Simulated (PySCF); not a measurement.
## Al (aluminium, neutral) across methods

[Ne] 3s2 3p1, 2P determinant. All numbers are calculated (PySCF 2.14, the spin-free X2C one-electron Hamiltonian (Gaussian nucleus), in ANO-RCC-VTZP).

```csv
method,E (hartree),mean ε 3s α (eV),mean ε 3s β (eV),mean ε 3p α (eV),Σ⟨r²⟩ (bohr²),⟨S²⟩
MN15,-242.7769,-9.041,-8.381,-3.496,31.77,0.752
PBE,-242.6729,-7.837,-7.239,-3.025,31.89,0.755
r2SCAN,-242.7748,-8.022,-7.366,-3.303,32.01,0.762
PBE0,-242.6935,-8.948,-8.138,-3.867,31.91,0.757
BHandHLYP,-242.8127,-9.852,-8.915,-4.419,31.76,0.757
LDA,-241.7466,-7.927,-7.335,-2.910,31.77,0.752
wB97X,-242.7969,-11.345,-10.282,-5.731,31.62,0.756
UHF,-242.31507,-11.559,-9.854,-5.915,32.51,0.769
```

Problem. Estimate the same row for TPSSh.

Solution. E (hartree) = -242.8173; mean ε 3s α (eV) = -8.427; mean ε 3s β (eV) = -7.589; mean ε 3p α (eV) = -3.543; Σ⟨r²⟩ (bohr²) = 31.89; ⟨S²⟩ = 0.758.
